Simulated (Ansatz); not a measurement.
Relaxation of BrF₂H₃O₂Ti (9 atoms, charge 0, multiplicity 1), to a largest force component of 0.03 eV/Å in at most 50 steps.

Computed with RKS PBE-D4/def2-SVP in Ansatz 0.2.0.

```xyz
9
Properties=species:S:1:pos:R:3
Ti -0.096 -0.186 -0.003
O -0.080 -0.254 1.877
H -0.910 -0.124 2.375
O 1.572 -0.266 -0.606
H 2.155 -1.002 -0.865
F -0.959 1.214 -0.611
F -0.968 -1.605 -0.550
Br 1.637 2.792 1.482
H 1.166 1.538 2.174
```

Where does it end, and by what steps?

The forces met the threshold. After 31 steps the energy has fallen by 0.330 eV; Br8 moved furthest, 1.64 Å.

| step | energy less start (eV) | largest force component (eV/Å) | accepted |
| --- | --- | --- | --- |
| 0 | 0.0000 | 1.114 | yes |
| 2 | -0.1175 | 0.302 | yes |
| 4 | -0.1443 | 0.213 | yes |
| 6 | -0.1558 | 0.215 | yes |
| 8 | -0.1655 | 0.205 | yes |
| 10 | -0.1754 | 0.256 | yes |
| 12 | -0.1900 | 0.351 | yes |
| 14 | -0.2187 | 0.518 | yes |
| 16 | -0.2618 | 1.128 | yes |
| 18 | -0.3076 | 0.929 | yes |
| 20 | -0.3235 | 0.073 | yes |
| 22 | -0.3259 | 0.048 | yes |
| 24 | -0.3268 | 0.048 | yes |
| 26 | -0.3264 | 0.173 | no |
| 28 | -0.3296 | 0.061 | yes |
| 30 | -0.3298 | 0.051 | yes |
| 31 | -0.3300 | 0.028 | yes |

```xyz
9
Properties=species:S:1:pos:R:3
Ti -0.269 -0.361 -0.112
O -0.350 0.509 1.495
H -1.096 0.764 2.068
O 1.373 -0.078 -0.696
H 2.096 0.369 -0.190
F -1.462 0.270 -1.236
F -0.570 -2.079 0.108
Br 2.614 1.548 1.905
H 1.183 1.165 1.932
```

Whether the end is a true minimum wasn't checked by a vibrational analysis.

The run took 75 s on 4 threads of Arm Neoverse V1 (shared host), peak memory 0.22 GiB.
